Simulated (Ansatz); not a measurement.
Isomers of Ca2S⁺ (doublet), relaxed with PBE-D4/def2-TZVP; total energies from Ansatz at CAM-B3LYP-D4/def2-TZVP.

| isomer | description | energy (Eh) |
| --- | --- | --- |
| A | point group C2v; 2 × Ca–S 2.45 Å | -1753.31210 |
| B | point group C2v; 2 × Ca–S 2.45 Å | -1753.31348 |

The isomers come from a short search, and lower ones may exist.

Problem. Work out the relative energies (1 Eh = 2625.5 kJ/mol) and the Boltzmann populations at 298 K from electronic energies alone (R = 8.314 J/mol/K).

Solution. ΔE: A 3.6, B 0.0 kJ/mol. RT = 2.48 kJ/mol. Factors exp(−ΔE/RT): A 0.234, B 1; sum 1.234. Populations: A 19.0 %, B 81.0 %. Zero-point energy, vibrational entropy and symmetry numbers are left out and can shift these; an error of 4 kJ/mol changes a ratio by a factor of 5.0. Over the other density-functional and correlated levels in def2 sets, the gap between B and A ranges from -16 to 13 kJ/mol.
